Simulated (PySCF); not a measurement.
C3H3ClF2. Atoms are numbered in the order given.

```xyz
9

F     -1.9201    -1.5235     0.5897
C     -1.3441    -0.3046     0.8453
F     -2.0105     0.6428     0.1167
C      0.1128    -0.3469     0.4870
C      0.6560     0.5167    -0.3857
Cl     2.3269     0.5081    -0.8273
H     -1.5085    -0.0802     1.9269
H      0.7158    -1.1231     0.9834
H      0.0633     1.2993    -0.8829
```

The structure is a stationary point at PBE-D3(BJ)/def2-SVP. Other conformers were not sampled.

Computed with SMD-PBE0/6-31G* (PySCF).

Solvation free energies are E(SMD) − E(gas) at the gas-phase geometry, for 1 M in both phases. In vacuum the dipole moment is 1.35 D.

```tsv
solvent	ΔG(solv) (kcal/mol)	its non-electrostatic (CDS) part	dipole (D)
water	-0.8	3.9	1.77
dichloromethane	-4.9	-0.9	1.70
cyclohexanone	-4.0	0.3	1.73
```
